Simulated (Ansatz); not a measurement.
Calculated with Ansatz (gas phase, PBE0-D4/def2-TZVP geometries, no zero-point term in ΔE). CBS: MP2 limit from def2 TZ/QZ plus the TZ coupled-cluster correction, frozen cores. DFT in def2-TZVPP. B3LYP here is the variant with VWN-RPA as its local correlation; programs differ in this. For Ge outer-core shells are correlated without core-valence functions, which leaves a few kJ/mol of doubt a bond. Scalar relativity is left out up to krypton. Each species was taken in one conformer, which may not be the lowest.

`BC(Cl)BO` + `O[SiH2][GeH2][F]` → `BO[SiH2][GeH2][F]` + `OBCCl`  (ligand exchange at a B–C bond)

| level | ΔE (kcal/mol) | difference from CCSD(T)/CBS |
| --- | --- | --- |
| PBE-D4 | -26.3 | 2.0 |
| r2SCAN-D4 | -27.2 | 1.1 |
| PBE0-D4 | -27.2 | 1.1 |
| B3LYP-D4 | -29.4 | -1.1 |
| ωB97X-V | -28.3 | 0.0 |
| ωB97M-V | -27.9 | 0.4 |
| B2PLYP | -29.8 | -1.5 |
| PBE | -26.6 | 1.7 |
| r2SCAN | -27.3 | 1.0 |
| PBE0 | -27.5 | 0.8 |
| B3LYP | -30.0 | -1.7 |
| HF/def2-TZVPP | -33.4 | -5.1 |
| MP2/def2-TZVPP | -28.7 | -0.4 |
| SCS-MP2/def2-TZVPP | -29.9 | -1.6 |
| CCSD/def2-TZVPP | -29.7 | -1.4 |
| CCSD(T)/def2-TZVPP | -29.1 | -0.8 |
| HF/def2-QZVPP | -33.7 | -5.4 |
| MP2/def2-QZVPP | -28.3 | 0.0 |
| SCS-MP2/def2-QZVPP | -29.6 | -1.3 |
| HF/CBS(def2) | -33.7 | -5.4 |
| MP2/CBS(def2) | -27.9 | 0.4 |
| CCSD/CBS(def2) | -28.8 | -0.5 |
| CCSD(T)/CBS | -28.3 | 0 |

Largest T1 diagnostic among the species: 0.013.

From PBE to PBE0 (25 % exact exchange), in def2-TZVPP and without D4, ΔE moves by −0.8 kcal/mol. In def2-TZVPP, CCSD(T) changes the Hartree–Fock value by +4.3 kcal/mol (the triples alone add +0.6 kcal/mol) and MP2 by +4.7 kcal/mol.
